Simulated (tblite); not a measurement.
(4,2) carbon nanotube piece (C20H12) at step 3 of a GFN2-xTB optimisation (tblite, gas phase), coordinates in Å:

```
  1 C     2.118    0.458    0.141
  2 C     1.331    1.708   -0.138
  3 C     0.871    1.931   -1.476
  4 C    -0.452    2.085   -1.730
  5 C     0.488    2.134    0.880
  6 C    -0.898    1.878    0.661
  7 C    -1.304    1.624   -0.660
  8 C    -2.133    0.487   -0.880
  9 C    -1.682    1.310    1.728
 10 C    -2.119    0.052    1.477
 11 C    -2.120   -0.455    0.141
 12 C    -1.332   -1.710   -0.141
 13 C    -0.872   -1.932   -1.478
 14 C     0.452   -2.085   -1.728
 15 C    -0.486   -2.132    0.880
 16 C     0.899   -1.878    0.660
 17 C     1.303   -1.626   -0.660
 18 C     2.134   -0.488   -0.878
 19 C     1.683   -1.310    1.729
 20 C     2.119   -0.052    1.477
 21 H     1.618    1.935   -2.251
 22 H    -0.839    2.365   -2.692
 23 H     0.837    2.347    1.878
 24 H    -2.478    0.261   -1.880
 25 H    -1.763    1.781    2.687
 26 H    -2.447   -0.617    2.248
 27 H    -1.615   -1.932   -2.250
 28 H     0.839   -2.363   -2.688
 29 H    -0.839   -2.347    1.882
 30 H     2.479   -0.265   -1.881
 31 H     1.768   -1.782    2.690
 32 H     2.443    0.618    2.249
```

(1) What are the forces on the atoms (eV/Å)?

Results:

(1) 
```
  1 C    -0.06    0.64   -0.03
  2 C     0.54   -0.31   -0.14
  3 C     0.16    0.23    0.45
  4 C    -0.24   -0.16    0.47
  5 C    -0.40    0.04    0.07
  6 C     0.41    0.42   -0.03
  7 C    -0.51   -0.17   -0.05
  8 C     0.09    0.32   -0.12
  9 C     0.28    0.24   -0.42
 10 C    -0.28   -0.01   -0.52
 11 C     0.11   -0.77   -0.02
 12 C    -0.56    0.39    0.02
 13 C    -0.11   -0.22    0.57
 14 C     0.27    0.15    0.42
 15 C     0.28   -0.05    0.16
 16 C    -0.46   -0.45    0.06
 17 C     0.59    0.25   -0.04
 18 C    -0.08   -0.32   -0.21
 19 C    -0.25   -0.24   -0.37
 20 C     0.27    0.01   -0.44
 21 H    -0.06    0.15   -0.19
 22 H    -0.07   -0.28   -0.20
 23 H     0.00   -0.34    0.10
 24 H     0.35   -0.12    0.00
 25 H     0.28   -0.04    0.27
 26 H    -0.14    0.04    0.30
 27 H    -0.04   -0.16   -0.31
 28 H     0.09    0.27   -0.25
 29 H     0.06    0.38   -0.07
 30 H    -0.36    0.12    0.06
 31 H    -0.29    0.08    0.18
 32 H     0.15   -0.06    0.28
```
